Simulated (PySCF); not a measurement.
These 2 structures share the formula C6H9BS. Method used: PBE0-D3(BJ)/def2-SVP geometry optimisation, gas phase in PySCF 2.14.0. Energies are electronic, without zero-point or thermal terms, for one conformer each. No frequencies were run at this level. Point groups hold within 0.08 Å.

Question: Rank from lowest to highest electronic energy at this level (kJ/mol).
A. `CB(C)c1cccs1`
B. `c1c(B(C)C)ccs1`

Answer: A (0.0), B (16.9).

```
      SMILES      E (Eh)  E rel (kJ/mol)  dipole (D)  point group      A, B, C (MHz)
CB(C)c1cccs1  -656.36246             0.0        0.86      near Cs  3190, 1294, 931.4
CB(C)c1ccsc1  -656.35604            16.9        0.20            –  3716, 1069, 839.2
```

Question: How do the relative energies change in single points at PBE0/pcSseg-1 (no added dispersion term) on the same geometries?

Answer: 
| SMILES | PBE0-D3(BJ)/def2-SVP (kJ/mol) | PBE0/pcSseg-1 (kJ/mol) | shift |
| --- | --- | --- | --- |
| CB(C)c1cccs1 | 0.0 | 0.0 | 0.0 |
| CB(C)c1ccsc1 | 16.9 | 15.0 | -1.9 |

Each column counts from its own lowest isomer. The order is unchanged; the largest shift is 1.9 kJ/mol.
